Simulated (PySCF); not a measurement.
Trend along the halogens: MSb cations

CCSD(T) with double-zeta basis sets in PySCF, for the lowest determinant that a PBE0 search found; no spin–orbit coupling. De refers to high-spin ground-configuration atoms (the charge goes to the atom of lower measured ionisation energy or higher electron affinity, which is not always the lowest computed limit).

| M | basis | reference, frozen orbitals | charged atom | state (unpaired electrons) | Re (Å) | ωe (cm⁻¹) | De (eV) |
| --- | --- | --- | --- | --- | --- | --- | --- |
| F | x2c-SVPall | UHF, 19 | Sb+ | doublet (π ↑) | 1.889 | 710 | 3.58 |
| Cl | def2-SVP | UHF, 9 | Sb+ | doublet (π ↑) | 2.290 | 433 | 2.93 |
| Br | def2-SVP | UHF, 13 | Sb+ | doublet (π ↑) | 2.429 | 302 | 2.77 |

The shortest bond is that of SbF⁺ (1.889 Å), the longest that of SbBr⁺ (2.429 Å).

The rows differ in basis set, which adds steps of its own.

Down a group the atoms grow and get heavier, so bonds lengthen and wavenumbers fall; this series shows no clear exception.

Correlated steps freeze the inner cores (9 to 19 orbitals); shallow outer-core shells are correlated. Correlated levels converge slowly with the basis: in double zeta they bind strong bonds too weakly, by up to about 1 eV, and carry superposition errors of some tenths. These are scalar-relativistic numbers at best; spin–orbit coupling would shift them, the dissociation energy most. For an ion De counts to the pair picked by the measured ionisation energies or electron affinities, which need not be the lowest pair at this level. States were picked by a PBE0 search and need not be the measured ground states.
